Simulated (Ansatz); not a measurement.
Consider the ligand exchange at the Si–N bond: `N[SiH2]BF` + HCl → `FB[SiH2]Cl` + NH₃.

Calculated with Ansatz (gas phase, PBE0-D4/def2-TZVP geometries, no zero-point term in ΔE). CCSD(T)/CBS is the MP2 limit (def2-TZVPP, def2-QZVPP) plus CCSD(T) − MP2 in def2-TZVPP, frozen cores. This one scheme is used for every species. Functionals use def2-TZVPP. Each species was taken in one conformer, which may not be the lowest.

`N[SiH2]BF`:

Cartesian coordinates in Å:
```
N 1.531 0.019 -0.261
Si -0.124 -0.375 -0.544
B -1.208 0.335 1.025
F -2.467 -0.042 1.179
H 2.248 -0.300 -0.892
H 1.765 0.923 0.116
H -0.239 -1.855 -0.666
H -0.717 0.184 -1.804
H -0.790 1.111 1.847
```

HCl:

```xyz
2

Cl    0.107   -0.564    0.282
H    -0.107    0.564   -0.282
```

`FB[SiH2]Cl`:

Z-matrix (Å, degrees):
```
Si
B 1 2.034
Cl 1 2.059 2 111.8
H 1 1.487 2 110.1 3 -120.5
H 1 1.487 2 110.1 3 120.4
F 2 1.316 1 120.9 3 -0.3
H 2 1.203 1 122.2 3 179.7
```

NH₃:

```xyz
4

N    -0.255   -0.071   -0.096
H    -0.183    0.924    0.079
H    -0.036   -0.543    0.773
H     0.474   -0.310   -0.756
```

```csv
species,LC-ωPBE energy (Eh)
`N[SiH2]BF`,-471.88716
HCl,-460.69673
`FB[SiH2]Cl`,-876.04955
NH₃,-56.55397
```

Problem. Work out ΔE.

Solution. ΔE = (-876.04955) + (-56.55397) − (-471.88716) − (-460.69673) = -0.01963 Eh = -51.5 kJ/mol. CCSD(T)/CBS gives -53.9 kJ/mol.

Largest T1 diagnostic among the species: 0.013.

Leaving LDA and LC-ωPBE aside and taking each functional with its dispersion term where it has one, the values, not all of them listed here, spread over 7.4 kJ/mol, from B97M-V to CAM-B3LYP-D4. LDA lies +8.0 kJ/mol from PBE without D4. At CCSD(T), def2-SVP lies +4.5 kJ/mol from the extrapolated value and def2-TZVPP +3.3 kJ/mol.
